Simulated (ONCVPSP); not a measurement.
**Pseudopotential generation for silicon: ONCV, PBEsol, scalar-relativistic.**

Si (Z = 14), optimised norm-conserving Vanderbilt (ONCV), made with ONCVPSP 4.0.1 (PBEsol, scalar-relativistic). Core [Ne], reference 3s2 3p1.5 (charge +0.5). Waves: 3s: rc 1.95 bohr, ncon 3, nbas 7, qcut 3 1/bohr, 1 projector; 3p: rc 1.80 bohr, ncon 4, nbas 7, qcut 4.4 1/bohr, 3 projectors, debl 3.6 Ha; d scattering state at 0.25 Ha: rc 1.85 bohr, ncon 4, nbas 8, qcut 5.9 1/bohr, 2 projectors, debl 3.1 Ha. Local part: polynomial inside 1.55 bohr (lpopt 5, dvloc0 0 Ha). Core correction: Teter function, fcfact 4.75, rcfact 1.2.

- Cutoffs needed: 12 Ha and 38 Ha (the cutoffs (Ha) at which the residual kinetic energy of the hardest occupied pseudo-wave falls to 1 and 0.1 mHa per electron) The cutoffs count occupied waves only; projector 2 of the d channel, the hardest unoccupied one, needs 37 Ha at the loose tolerance.
- Ghost test: no bound ghost flagged; no localised positive-energy state flagged
- Largest excitation error: +62 meV (all-electron minus pseudo) for 3s1 3p0, out of 4 test configurations
- rms error of d²Exc/dni dnj: 1.93 mHa without and 0.46 mHa with the model core
